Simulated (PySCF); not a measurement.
An EPR job on `[CH2]Sc1ccc(=O)oc1` [radical].

Computed with UKS B3LYP, pcH-1 on C H O S, non-relativistic, mean-field spin-orbit, GIAO (PySCF 2.14.0). Geometry: GFN2-xTB. A driver script takes a list of jobs; this job's settings line and coordinates (Å) are shown.

Command:
```bash
OMP_NUM_THREADS=1 python probes_run.py task.json out
```

Input:
```
{"job": {"kind": "epr", "basis": "pcH-1"}, "charge": 0, "multiplicity": 2}
C      2.816653    -0.504365    -0.120677
S      2.042545     0.924525    -0.612008
C      0.349514     0.575889    -0.239792
C     -0.173530    -0.751028    -0.263162
C     -1.478205    -0.952038     0.014138
C     -2.368033     0.147710     0.339651
O     -3.536877     0.060632     0.610395
O     -1.794136     1.406933     0.322501
C     -0.505676     1.590749     0.049485
H      2.455483    -1.035743     0.737313
H      3.843129    -0.593847    -0.411947
H      0.484840    -1.567600    -0.521860
H     -1.926671    -1.932147    -0.002492
H     -0.209714     2.629857     0.076290
```

Output:
```
UKS, coarse grid
  cycle   1  E = -780.04128305  |g| = 7.09e-01
  cycle   2  E = -779.26453500  |g| = 1.53e+00
  cycle   3  E = -780.19989015  |g| = 2.77e-01
  cycle   4  E = -780.22647270  |g| = 1.19e-01
  cycle   5  E = -780.23101324  |g| = 3.49e-02
  cycle   6  E = -780.23152704  |g| = 1.33e-02
  cycle   7  E = -780.23160922  |g| = 5.06e-03
  cycle   8  E = -780.23162399  |g| = 2.09e-03
  cycle   9  E = -780.23162708  |g| = 9.21e-04
UKS, final grid
  cycle   1  E = -780.23163437  |g| = 1.32e-03
  cycle   2  E = -780.23163254  |g| = 2.43e-03
  cycle   3  E = -780.23163523  |g| = 2.79e-04
  cycle   4  E = -780.23163527  |g| = 9.58e-05
  cycle   5  E = -780.23163528  |g| = 8.47e-05
  cycle   6  E = -780.23163530  |g| = 3.93e-05
  cycle   7  E = -780.23163530  |g| = 1.72e-05
E = -780.23163530 Eh   <S^2> = 0.7556 (exact 0.7500)
g shifts (ppm)      1          2          3
  rmc          -171       -171       -171
  gc             25         50         29
  oz_so        -169       2129       6285
  total        -315       2009       6143
hyperfine (MHz)  atom isotope    a_iso     a_fc   dipolar eigenvalues
    0   13C     118.88     118.59    -66.80    -66.00    132.81
    1   33S       7.61       8.01    -25.54    -22.22     47.76
    2   13C       5.60       5.60     -5.74      1.03      4.71
    3   13C       0.99       0.99     -1.34     -0.65      1.99
    4   13C      -2.23      -2.23     -2.80      1.08      1.72
    5   13C       2.21       2.21     -0.44     -0.08      0.52
    6   17O      -0.25      -0.25     -1.16      0.49      0.67
    7   17O      -1.18      -1.20     -3.21      1.52      1.69
    8   13C       7.55       7.55     -6.03     -5.08     11.11
    9    1H     -23.55     -23.64    -30.99     -1.61     32.60
   10    1H     -50.54     -50.64    -31.26     -2.06     33.33
   11    1H      -1.65      -1.66     -5.03     -2.84      7.87
   12    1H       2.64       2.64     -0.76     -0.67      1.43
   13    1H      -4.88      -4.88     -1.93     -0.76      2.69
```

rmc, gc and oz_so are the mass-correction, gauge-correction and orbital-Zeeman/spin–orbit parts of the g shift along its three principal axes; a_iso is the isotropic hyperfine coupling and a_fc its Fermi-contact part. Atoms in this output count from 0.

Question: How far is ⟨S²⟩ from the pure-spin value?

Answer: S = 0.5 gives S(S+1) = 0.75; the run has 0.7556, 0.0056 more.

In short: ⟨S²⟩ 0.756; g_iso 2.0049.

The structure is a single GFN2-xTB conformer in the gas phase; no vibrational or solvent corrections.

Hardware: one thread, Arm Neoverse V2 (aarch64) (shared host). Cost: 84 s wall (with the writing of density and orbital grids), 0.97 GiB resident at most.
Labels such as C1 count atoms from 1, the log's own numbers from 0.
